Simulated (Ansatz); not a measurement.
`[O]=[Mo]([OH])(=[S])[Cl]` + H₂O → `[O]=[Mo]([OH])([OH])=[S]` + HCl at 400 K and 1 bar (formal hydrolysis of a Mo–Cl bond).

Isolated molecules relaxed with PBE0-D4/def2-TZVP in Ansatz; ΔE leaves out vibrations. CCSD(T)/CBS adds triple-zeta CCSD(T) − MP2 to the extrapolated MP2 energy (def2 sets, frozen cores). This one scheme is used for every species. def2 core potentials past Kr. For Mo outer-core shells are correlated without core-valence functions, which leaves a few kJ/mol of doubt a bond. Each species was taken in one conformer, which may not be the lowest.

```
                   species  CCSD(T)/CBS energy (Eh)  H − E (kJ/mol)  S (J/(mol·K))
`[O]=[Mo]([OH])(=[S])[Cl]`              -1076.80343            82.6          379.6
                       H₂O                -76.37941            69.8          198.6
`[O]=[Mo]([OH])([OH])=[S]`               -692.78313           115.1          382.7
                       HCl               -460.38127            29.6          195.4
```

H − E and S are ideal-gas, rigid-rotor, harmonic terms from PBE0-D4/def2-TZVP, for one conformer and one mirror image of each species. 1 Eh = 2625.50 kJ/mol, R = 8.31446 J/(mol·K).

By hand: ΔE, ΔH, ΔS and ΔG.

ΔE = (-692.78313) + (-460.38127) − (-1076.80343) − (-76.37941) = 0.01844 Eh = 48.4 kJ/mol. Δ(H − E) = 115.1 + 29.6 − 82.6 − 69.8 = -7.7, so ΔH = 40.7 kJ/mol. ΔS = 382.7 + 195.4 − 379.6 − 198.6 = -0.1 J/(mol·K). ΔG = 40.7 − 400 × (-0.1)/1000 = 40.7 kJ/mol.

By hand: the equilibrium constant, and the temperature at which ΔG would vanish if ΔH and ΔS stayed fixed.

log₁₀ K = −ΔG/(RT ln 10) = -5.3. ΔH and −TΔS have one sign here, so there is no such temperature.

The number of gas molecules stays the same, so ΔS is small and ΔH decides. A doubt of 5 kJ/mol in ΔE shifts log₁₀ K by 0.7 here. Other conformers and mirror images would add mixing entropy, several J/(mol·K) or more a flexible species. These are equilibria of isolated gas molecules and say nothing of rates. Largest T1 diagnostic: 0.025 (customary marks: 0.02 for closed shells, 0.045 for open ones).

ΔS is within the doubt of such terms, so its sign, and with it that verdict, could turn.
